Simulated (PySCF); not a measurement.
## Excited states of Br²⁵⁺ (bromine, charge +25)

Ground state [Ne], ¹S. Calculation: PySCF 2.14, in an even-tempered Gaussian basis (19 s from 1.12 bohr⁻², ratio 2.5; 12 p from 1.46 bohr⁻², ratio 2.5; 7 d from 0.809 bohr⁻², ratio 2.7; 3 f from 64 bohr⁻², ratio 2.7); scalar relativity by spin-free X2C-1e. Vertical excitation energies in eV without spin-orbit coupling; excited terms of each kind are numbered among those the solver found. Frozen: 1s2.

| term | leading excitation | EOM-EE-CCSD |
| --- | --- | --- |
| 1 3P° | 2p → s | 1557.5 |
| 1 1P° | 2p → s | 1562.3 |
| 1 3S | 2p → p | 1607.7 |
| 1 3D | 2p → p | 1616.0 |
| 1 1D | 2p → p | 1619.9 |
| 1 1P | 2p → p | 1620.6 |
| 1 3P | 2p → p | 1620.7 |
| 1 1S | 2p → p | 1651.7 |
| 2 3P° | 2p → d | 1683.3 |
| 1 3F° | 2p → d | 1687.4 |
| 1 1F° | 2p → d | 1692.0 |
| 1 1D° | 2p → d | 1693.4 |
| 2 3S | 2s → s | 1768.2 |
| 2 1S | 2s → s | 1777.8 |

The spin-orbit splitting of the hole, absent here, rivals or exceeds the spacing of these terms, so the LS terms are model states.

The solver can miss terms. The 22 highest virtual orbitals were dropped.
